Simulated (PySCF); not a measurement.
# P²⁺ (phosphorus, charge +2) across methods

[Ne] 3s1 3p1 3d1, one real determinant (an excited configuration). All numbers are calculated (PySCF 2.14, the spin-free X2C one-electron Hamiltonian (Gaussian nucleus), in aug-cc-pVTZ-DK).

| method | E (hartree) | mean ε 3s α (eV) | mean ε 3p α (eV) | mean ε 3d α (eV) | Σ⟨r²⟩ (bohr²) | ⟨S²⟩ |
| --- | --- | --- | --- | --- | --- | --- |
| PBE0 | -340.0982 | -39.277 | -29.165 | -15.208 | 17.82 | 3.750 |
| r2SCAN | -340.2080 | -38.029 | -28.037 | -14.544 | 17.66 | 3.750 |
| PBEsol | -339.4928 | -37.479 | -27.588 | -14.443 | 17.68 | 3.750 |
| PBE | -340.0795 | -37.514 | -27.660 | -14.571 | 17.67 | 3.750 |
| UHF | -339.72244 | -44.076 | -33.312 | -16.633 | 18.64 | 3.750 |
| wB97M-V | -340.2038 | -41.485 | -31.123 | -16.902 | 18.04 | 3.750 |
| BHandHLYP | -340.2229 | -40.761 | -30.385 | -15.556 | 18.07 | 3.750 |
| LDA | -338.9395 | -37.574 | -27.622 | -14.370 | 17.76 | 3.750 |
| B97-3 | -340.1808 | -39.223 | -29.092 | -15.162 | 17.83 | 3.750 |

⟨L²⟩ = 8.00 against 12 for a pure F term, so this real determinant mixes terms. The outer electron is Rydberg-like, and this basis confines it to a smaller radius and binds it less than a complete one would.
